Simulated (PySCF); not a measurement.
The vertical singlet excitations below were computed for one of the candidates. Level of theory: TDDFT B3LYP/def2-SVPD, vertical, gas phase, core orbitals frozen in the response in PySCF. Geometries: GFN2-xTB, one conformer each.

```json
{"state": "S1", "E (eV)": "6.50", "λ (nm)": "190.9", "f": "0.0054"}
{"state": "S2", "E (eV)": "6.57", "λ (nm)": "188.7", "f": "0.021"}
{"state": "S3", "E (eV)": "6.64", "λ (nm)": "186.7", "f": "0.050"}
{"state": "S4", "E (eV)": "6.67", "λ (nm)": "186.0", "f": "0.013"}
{"state": "S5", "E (eV)": "6.99", "λ (nm)": "177.4", "f": "0.0037"}
{"state": "S6", "E (eV)": "7.07", "λ (nm)": "175.5", "f": "0.030"}
{"state": "S7", "E (eV)": "7.43", "λ (nm)": "166.9", "f": "0.031"}
{"state": "S8", "E (eV)": "7.44", "λ (nm)": "166.7", "f": "0.013"}
```

**Question.** Which structure fits?
A. `C(#C)C(C)([SiH2]C)C`
B. `C/N=C/[SiH]1C[SiH2]C1`
C. `N1(CC1)[C@H]1[SiH2]CC1`
D. `O=CC1([SiH3])C=C1`
E. `FC(F)[SiH]1C[SiH2]C1`

**Answer.** A. Its S1, at 6.50 eV, is the highest among the candidates; the nearest of the others has S1 at 6.18 eV. S1 is HOMO→LUMO+3 (52%), HOMO→LUMO+1 (17%), HOMO-1→LUMO+1 (11%). Löwdin shares by element: HOMO carbon 73% or more, silicon 10% (atoms not listed hold the other 18%); LUMO carbon 30% or more, silicon 18% (atoms not listed hold the other 52%). At the same level the other candidates give, for their lowest levels:
- `O=CC1([SiH3])C=C1`: 3.96 eV (f 0.004); 5.22 eV (f 0.011); 5.40 eV (f 0.001); 5.84 eV (f 0.026); 6.34 eV (f 0.007); T1 3.41 eV; HOMO -7.00, LUMO -1.68 eV
- `C/N=C/[SiH]1C[SiH2]C1`: 4.22 eV (f 0.002); 5.58 eV (f 0.016); 5.99 eV (f 0.069); 6.01 eV (f 0.010); 6.12 eV (f 0.116); T1 3.48 eV; HOMO -6.73, LUMO -1.12 eV
- `FC(F)[SiH]1C[SiH2]C1`: 6.18 eV (f 0.000); 6.95 eV (f 0.009); 6.98 eV (f 0.007); 7.03 eV (f 0.001); 7.06 eV (f 0.000); T1 5.98 eV; HOMO -7.78, LUMO -0.54 eV
- `C1C[C@@H](N2CC2)[SiH2]1`: 5.15 eV (f 0.050); 5.56 eV (f 0.002); 5.90 eV (f 0.013); 6.07 eV (f 0.059); 6.46 eV (f 0.005); T1 4.71 eV; HOMO -5.98, LUMO -0.08 eV

The values belong to the conformer `[CH:1]#[C:2][C:3]([CH3:4])([CH3:5])[SiH2:6][CH3:7]`: C2–C3–Si6–C7 59°.
Triplets come from the Tamm–Dancoff approximation.
